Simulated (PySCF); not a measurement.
Zn(I)(Et) (C2H5IZn), SMILES C[CH2][Zn][I].

The structure is a stationary point at PBE0-D3(BJ)/def2-SVP. The structure was generated by enumeration; whether it is a known compound was not checked. The def2 effective core potentials stand for the cores of I; spin–orbit coupling is left out. The values are those of a single conformer.

Calculation: C-PCM-PBE0/def2-SVP (PySCF).

The values are the electrostatic part of the solvation free energy, E(continuum) − E(gas) at the gas-phase geometry, in a cavity of scaled van der Waals radii (PySCF's table); cavitation and dispersion terms are not included. A continuum can't describe solvent molecules that bind to the metal. In vacuum the orbital gap is 6.75 eV. The dipole moment in vacuum is 2.48 D.

| solvent | ε | ΔG(elec) (kcal/mol) | dipole (D) | gap (eV) |
|---|---|---|---|---|
| water | 78.36 | -12.2 | 3.41 | 7.11 |
| dimethylsulfoxide | 46.83 | -12.0 | 3.40 | 7.11 |
| N,N-dimethylformamide | 37.22 | -11.9 | 3.39 | 7.11 |
